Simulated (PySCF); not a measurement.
**Two-component Hartree-Fock for Cr²¹⁺ (chromium, charge +21)**

Start: [He] 2s1; 2s1/2 filled at m_j = +1/2. Calculated with PySCF 2.14 in an even-tempered Gaussian basis (17 s from 5.6 bohr⁻², ratio 2.4; 11 p from 7.3 bohr⁻², ratio 2.4; 5 d from 22 bohr⁻², ratio 2.6; 4 f from 34 bohr⁻², ratio 2.6): generalised Hartree-Fock with the X2C-1e Hamiltonian and a Gaussian nucleus; one run each with spin-orbit coupling (SO) switched off, then screened by Boettger's factors.

```json
{"spinor shell": "1s1/2", "electrons": "2", "ε, spin-free (eV)": "-7362.4", "ε, screened SO (eV)": "-7362.4", "weight of nominal j (screened SO)": "1.000", "rms radius, screened SO (bohr)": "0.0725"}
{"spinor shell": "2s1/2", "electrons": "1", "ε, spin-free (eV)": "-1721.6", "ε, screened SO (eV)": "-1721.6", "weight of nominal j (screened SO)": "1.000", "rms radius, screened SO (bohr)": "0.282"}
```

```json
{"quantity": "E (hartree)", "spin-free": "-628.60193", "screened SO": "-628.60193"}
{"quantity": "M_J", "spin-free": "1/2", "screened SO": "1/2"}
{"quantity": "⟨J²⟩", "spin-free": "0.750", "screened SO": "0.750"}
{"quantity": "⟨L²⟩", "spin-free": "0.000", "screened SO": "0.000"}
{"quantity": "⟨S²⟩", "spin-free": "0.750", "screened SO": "0.750"}
```

Each row is a mean over spinors that exchange with the open shell spreads, by up to 13.805 eV (1s1/2).

Without spin-orbit coupling the j labels of p, d and f shells carry no meaning; the spin-free column gives the mean over the occupied spinors of each nl shell.
